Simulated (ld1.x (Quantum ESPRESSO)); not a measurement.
Rb (Z = 37): variants of one TM semilocal potential

Base potential:

rubidium, norm-conserving Troullier–Martins (semilocal form), made with ld1.x (Quantum ESPRESSO) 7.5 (LDA (PZ), scalar-relativistic). Core [Ar] 3d10, reference 4s2 4p6 4d1 5s0 5p0. Waves: 4p (bound): rc 1.95 bohr; 4d (bound): rc 4.20 bohr; 4s (bound): rc 2.50 bohr. Local part: the s channel. Core correction: none.

All-electron outer shells of the reference configuration (LDA (PZ), scalar-relativistic, ld1.x):

| shell | level (eV) | outermost node (bohr) | outermost maximum (bohr) |
| --- | --- | --- | --- |
| 3p | -225.68 | 0.19 | 0.44 |
| 3d | -105.37 | – | 0.39 |
| 4s | -33.08 | 0.62 | 1.25 |
| 4p | -17.14 | 0.64 | 1.42 |
| 5s | -2.95 | 1.78 | 4.06 |
| 5p | -1.32 | 2.19 | 6.21 |
| 4d | -0.63 | 0.70 | 5.76 |

Cutoffs, loose and tight: the cutoffs (Ry, on a coarse ladder) from which the occupation-weighted sum of valence levels, in a spherical-Bessel basis at the reference potential, stays within 10 and 1 mRy of its value at 400 Ry. They do not see the model core or the augmentation charge, which bear on the density cutoff. Test errors are all-electron minus pseudo excitation energies from the reference, over the configurations 4s2 4p6 4d0 5s1 5p0; 4s2 4p6 4d0 5s0 5p0; 4s2 4p6 4d0 5s0.5 5p0; 4s1 4p6 4d0 5s1 5p0; 4s2 4p6 4d0 5s0 5p1; 4s2 4p5 4d0 5s1 5p0; 4s2 4p6 4d0.5 5s0.5 5p0 (two spin-polarised tests are not counted in the largest error). A dash means not determined; rows that change the core or the reference have their own tests.

Cutoffs are not given where the Bessel-basis levels miss the radial ones by over 6 mRy, ghosts where they miss by over 20 mRy; a channel whose overlap is not positive is not tested.

In the semilocal form every listed channel keeps its own potential, so the choice of the local channel does not act on these tests. It acts once the file is put into the separable form.

A semilocal file is local in each channel, so a ghost entry of none says nothing of the separable form that plane-wave codes build from it.

| change | outcome | cutoff, loose | cutoff, tight | bound ghosts | largest test error (meV) |
| --- | --- | --- | --- | --- | --- |
| base | generated | 25 Ry | 35 Ry | none | +1244 |
| wave 4d (bound): rc 4.20 bohr becomes 4d (bound): rc 3.28 bohr | generated | 25 Ry | 35 Ry | none | +1222 |
| wave 4s (bound): rc 2.50 bohr becomes 4s (bound): rc 2.10 bohr | generated | 30 Ry | 45 Ry | none | +583 |
| form changed from semilocal to separable (Kleinman–Bylander), still TM; local potential the d channel | generated | 25 Ry | 35 Ry | none | +1421 |
| wave 4p (bound): rc 1.95 bohr becomes 4p (bound): rc 1.86 bohr | generated | 30 Ry | 50 Ry | none | +1240 |

Task: What comes out with this change to the base: reference 4s2 4p6 5s1 5p0; wave 4d (bound): rc 4.20 bohr becomes 4d channel at -0.2 Ry: rc 4.20 bohr?

Result: outcome: generated, misses its reference levels by 0.46 eV; cutoff, loose: 25 Ry; cutoff, tight: 35 Ry; bound ghosts: none; largest test error (meV): -760 over the solved tests; 1 of 7 tests not solved or not reliable.

Task: What comes out with this change to the base: all radii scaled by about 1.26 (s 3.14, p 2.46, d 5.28 bohr)?

Result: outcome: generated; bound ghosts: none; largest test error (meV): +2119.
